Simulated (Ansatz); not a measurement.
Coupled-cluster diagnostics for (HCd-mu-Cl)2 (Cd2H2Cl2), Ansatz.

Geometry of the singlet (PBE-D4/def2-SVP):

```xyz
6

Cd   -0.342   -1.804    0.282
H    -0.657   -3.433    0.536
Cl   -0.335   -0.201   -1.699
Cd    0.344    1.804   -0.281
H     0.645    3.435   -0.535
Cl    0.346    0.199    1.697
```

In the def2 sets Cd takes a core potential; there is no spin–orbit coupling. Correlated methods freeze 10 core orbitals; core or outer-core shells of Cd are correlated, in sets that lack core-valence functions.

Estimate the CCSD(T) correlation energy, the shares of MP2 and (T), T1 and the reference's ⟨S²⟩ for: charge 0, singlet, own geometry in def2-TZVP; and the rough time on 4 threads of Arm Neoverse V2 on a shared host.


```
                          state      basis  correlation (eV)  MP2 share (%)  (T) share (%)     T1  ⟨S²⟩ (pure)  wall time
charge 0, singlet, own geometry  def2-TZVP           -38.650           98.0            2.5  0.013  0.00 (0.00)       96 s
```
Customary marks for T1 are 0.02 (closed shells), 0.045 (open shells) and about 0.05 (3d metals). T1 stays under 0.02 throughout.
